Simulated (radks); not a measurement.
Valence configurations of the carbon ion C2+ (all share [He]). All-electron calculation, scalar-relativistic Kohn-Sham, LDA (Slater exchange, Perdew-Wang correlation), spin-polarised, spherical densities, point nucleus; open shells are filled with parallel spins first. Program: a radial shooting solver on a logarithmic mesh with Libxc functionals. Energies are relative to 2s2; eigenvalues in eV for spin up.

| valence | E (eV) | moment (Bohr magnetons) | e(2p) | e(2s) |
|---|---|---|---|---|
| 2s2 | 0.000 | 0 | - | -40.170 |
| 2s1.5 2p0.5 | 3.572 | 1 | -32.640 | -40.994 |
| 2s1 2p1 | 5.820 | 2 | -33.087 | -41.483 |
| 2s0.5 2p1.5 | 10.016 | 2 | -32.906 | -41.294 |
| 2p2 | 14.209 | 2 | -32.724 | - |

NIST lists [He] 2s2 as the ground configuration; this level of theory agrees among the configurations tried. The energies are those of spherical high-spin densities, not of single terms.
